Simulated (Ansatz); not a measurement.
Input file for Ansatz (a program for electronic structure): R-CCSD(T)/aug-cc-pVDZ on AsH3 (SMILES [AsH3]) with ghost functions, monomers drawn apart or pushed together. The run froze 14 orbitals, filled d shells among them.

Ansatz 0.2 input:
```yaml
crystal:
  periodic: [false, false, false]
  atoms:
    - {symbol: As, position_ang: [-0.18873439, -0.11764323, -0.35513058]}
    - {symbol: H, position_ang: [-0.15343769, -0.09021150, -1.88060545]}
    - {symbol: H, position_ang: [1.30997495, 0.13332965, -0.25091682]}
    - {symbol: H, position_ang: [-0.50743476, 1.36942323, -0.26976997]}
basis:
  gaussian:
    orbitals: aug-cc-pVDZ
    ghost_atoms:
      - {symbol: Se, position_ang: [-0.04659200, -0.48115257, 2.97740658]}
      - {symbol: H, position_ang: [-1.49040111, -0.54972034, 2.71519125]}
      - {symbol: H, position_ang: [-0.27714454, 0.02769120, 4.33923782]}
magnetization: {spin_polarized: false}
correlation: {method: ccsd_t, electrons: outside_noble_gas}
scf: {lower_state_search: off}
```

Predict the final total energy.

-2236.0647 hartree (reference determinant -2235.9005, T1 diagnostic 0.012).

How many basis functions does it have, and what does it roughly cost on one machine?

117 functions; around 9 core-seconds (rough).
